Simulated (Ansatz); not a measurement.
Which is lower?

Two relaxed structures of CH4SSn, closed shell (PBE0-D4/def2-TZVP; forces vanish, vibrations not checked).

A:

```csv
atom,x (Å),y (Å),z (Å)
C1,-0.6900,-0.0040,-0.7680
S2,-0.5024,-1.5679,0.1565
Sn3,0.9449,0.6532,0.5855
H4,-1.6999,0.3572,-0.5950
H5,-0.5005,-0.1608,-1.8257
H6,-0.2691,1.0430,1.8206
H7,0.4041,-2.1531,-0.6430
```

B:

```csv
atom,x (Å),y (Å),z (Å)
C1,-0.6602,-0.3316,-0.7966
S2,-0.2681,-1.6957,0.3764
Sn3,0.6213,0.4914,0.6693
H4,-1.6990,-0.0169,-0.7877
H5,-0.2567,-0.4684,-1.7949
H6,-0.0153,1.3698,1.9675
H7,2.2780,0.6515,0.3662
```

Ansatz 0.2.0; basis: def2-TZVPP; cores frozen in the correlated methods. Filled d shells of the heavier atoms are correlated. Core potentials replace the inner electrons of the atoms past krypton. The def2 sets are not built for correlating such inner shells, so the correlated values are less sure here. B3LYP uses VWN-RPA correlation.

(1) Which structure is lower at CCSD(T), and by how much? (An estimate is asked for; the value comes from the calculation.)

The T1 diagnostic stays at or below 0.016.

Results:

(1) Computed: A, by 0.225 eV (electronic energy, against the other). By their contacts, A is CH₄SSn ([CH2]1[SH][SnH]1) and B is CH₄SSn ([CH2]1[S][SnH2]1).

All methods give the same order:

```json
{"method": "PBE-D4", "E(B) − E(A) (eV)": "0.388"}
{"method": "r2SCAN-D4", "E(B) − E(A) (eV)": "0.315"}
{"method": "PBE0-D4", "E(B) − E(A) (eV)": "0.309"}
{"method": "B3LYP-D4", "E(B) − E(A) (eV)": "0.468"}
{"method": "wB97M-V", "E(B) − E(A) (eV)": "0.318"}
{"method": "HF", "E(B) − E(A) (eV)": "0.293"}
{"method": "MP2", "E(B) − E(A) (eV)": "0.242"}
{"method": "CCSD", "E(B) − E(A) (eV)": "0.256"}
{"method": "CCSD(T)", "E(B) − E(A) (eV)": "0.225"}
```

Labels in which every atom is bracketed show which atoms are joined, not bond orders.

For scale, one of the runs: CCSD(T)/def2-TZVPP, 179 basis functions, launched by `ansatz run in.yaml --threads 2 --pin off --events-out ev --progress --plain --max-ram 4352MiB`. The run took 89 s on 2 CPU threads of an Arm Neoverse V1 (shared host), with 1.8 GiB of host memory at its peak.
